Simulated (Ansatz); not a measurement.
Species: AsH2, charge -1, multiplicity 1. Whether it binds its extra electron was not tested at this geometry. SMILES: [AsH2-]
Structure (B3LYP-D3(BJ)/def2-TZVP (Ansatz, an electronic-structure program) minimum search):
```xyz
3

As    -0.0195    -0.0293     0.0512
H     -0.5798     1.1153    -0.8257
H      1.2223    -0.1482    -0.8637
```
Charge -1, spin multiplicity 1.

Parts of the frozen-core correlation energy in STO-3G (Ansatz, hartree). Frozen orbitals: 14; correlated occupied orbitals by spin: 4 and 4; virtual: 2 and 2. Spin-orbit coupling is left out. No relativistic terms.

```
term                             value
-------------------------  -----------
reference (HF)             -2210.22606
MP2 opposite-spin                  [?]
MP2 same-spin                      [?]
CCSD correlation                   [?]
(T)                           -0.00004
FCI minus CCSD(T)             -0.00002
T1 diagnostic                    0.006
largest doubles amplitude        0.078
```

Some entries are withheld; supply them.


- MP2 opposite-spin, value: -0.02638
- MP2 same-spin, value: -0.00004
- CCSD correlation, value: -0.03963
